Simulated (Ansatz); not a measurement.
`B[SiH](F)C=C` + `CN([SiH2]F)[SiH2]Cl` → `BN(C)[SiH2]Cl` + `C=C[SiH](F)[SiH2]F`  (redistribution)

Program: Ansatz. Geometries: PBE0-D4/def2-TZVP. ΔE: electronic, gas phase. CCSD(T)/CBS adds triple-zeta CCSD(T) − MP2 to the extrapolated MP2 energy (def2 sets, frozen cores). DFT in def2-TZVPP. One conformer a species, not always the lowest.

CCSD(T)/CBS gives -71.7 kJ/mol.

Another level gave -77.1 kJ/mol. Which?
A. r2SCAN-D4/def2-TZVPP
B. PBE-D4/def2-TZVPP
C. CCSD/def2-TZVPP
D. PBE0-D4/def2-TZVPP

A. r2SCAN-D4 -77.1, PBE0-D4 -81.4, CCSD/def2-TZVPP -69.5, PBE-D4 -87.6 kJ/mol.

Largest T1 diagnostic among the species: 0.012.

In def2-TZVPP, CCSD(T) changes the Hartree–Fock value by −10.4 kJ/mol (the triples alone add −2.6 kJ/mol) and MP2 by −9.6 kJ/mol. From PBE to PBE0 (25 % exact exchange), in def2-TZVPP and without D4, ΔE moves by +6.4 kJ/mol.
